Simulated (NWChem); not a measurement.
Molecule: SiNH$_{5}$Se; SMILES N[Se][SiH3]

```xyz
8

Se     0.4871     0.5703     0.0060
N     -1.2957     1.1745     0.0007
H     -1.4257     1.7629    -0.8213
H     -1.4316     1.7601     0.8237
Si    -0.1660    -1.6175     0.0019
H      1.0880    -2.4326     0.0053
H     -0.9660    -1.9286    -1.2188
H     -0.9741    -1.9307     1.2166
```
Atoms are numbered in this order, from 1.

Level: PBE0/def2-SVP (NWChem), optimised geometry, unscaled harmonic frequencies. This build's default masses of Se (78.918 u) and Br (79.917 u) are each other's, which moves their modes by up to 0.6 %.

Q: List the harmonic frequencies with IR intensities, and the thermochemistry.

A: 
| frequency (cm⁻¹) | IR intensity (km/mol) |
|---|---|
| 140 | 1.6 |
| 159 | 1.3 |
| 255 | 35.3 |
| 397 | 9.3 |
| 576 | 1.1 |
| 587 | 14.0 |
| 610 | 57.2 |
| 846 | 45.7 |
| 902 | 307.6 |
| 924 | 52.0 |
| 949 | 58.8 |
| 1053 | 0.3 |
| 1565 | 7.0 |
| 2226 | 88.3 |
| 2242 | 86.5 |
| 2245 | 103.1 |
| 3531 | 17.7 |
| 3636 | 24.2 |

- zero-point energy = 32.6 kcal/mol
- thermal correction to the enthalpy at 298.15 K (with zero-point energy) = 36.8 kcal/mol
- heat capacity Cv = 18.5 cal/(mol K)
- entropy at 298.15 K and 1 atm (symmetry number 1) = 76.1 cal/(mol K)
- dipole moment = 1.20 D

Rigid rotor and harmonic oscillator.
